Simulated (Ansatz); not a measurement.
Ansatz results at the PBE0-D4/def2-TZVP geometry: size of the dipole moment (B3LYP/def2-TZVPP) 1.12 D; size of the dipole moment (ωB97M-V/def2-TZVPP) 1.13 D; HOMO energy (PBE0/def2-TZVPP) -6.42 eV.

Each molecule was computed in one conformer, which needn't be the lowest.

Question: Which molecule gave them?
A. `B[C](C)([AlH2])[SiH3]`
B. `[SiH3]S/C=C/S`
C. `C#COCCS`
D. `OC1=N[SiH2]N1`

Answer: B. The others give `OC1=N[SiH2]N1`: 1.73, 1.75, -7.09; `C#COCCS`: 1.01, 1.03, -7.02; `B[C](C)([AlH2])[SiH3]`: 1.72, 1.74, -7.67.

B3LYP here is the variant with VWN-RPA as its local correlation; programs differ in this.
